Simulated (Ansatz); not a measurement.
Basis sets compared for As₃P₂⁺. Charge 1, multiplicity 1. Geometry PBE-D4/def2-SVP. Ansatz on 4 threads of Arm Neoverse V1 on a shared host; times are rough, and most runs start from earlier orbitals.

```xyz
5

P     0.968    0.799   -1.068
P    -0.007   -1.206   -1.122
As    1.029   -0.528    0.991
As   -1.533   -0.637    0.570
As   -0.458    1.572    0.630
```

The 6-31G sets use Cartesian d functions. The structure comes from a short search, and lower isomers may exist.

```
           level  functions  energy (Eh)  HOMO (eV)  LUMO (eV)  wall time
       HF/STO-3G         72   -7301.6025     -12.10      -2.19     0.45 s
        HF/6-31G        113   -7382.6213     -14.58      -5.67      1.3 s
 PBE-D4/def2-SVP        132   -7387.8290     -11.11      -8.65      1.4 s
PBE0-D4/def2-SVP        132   -7388.0539     -12.12      -8.01      2.8 s
```

Q: Estimate the rows for HF/def2-TZVP, PBE-D4/def2-TZVP, PBE0-D4/def2-TZVP.

A: 
```tsv
level	functions	energy (Eh)	HOMO (eV)	LUMO (eV)	wall time
HF/def2-TZVP	218	-7383.9065	-14.00	-4.80	7.5 s
PBE-D4/def2-TZVP	218	-7388.9033	-10.95	-8.51	2.8 s
PBE0-D4/def2-TZVP	218	-7389.1285	-11.93	-7.84	8.5 s
```
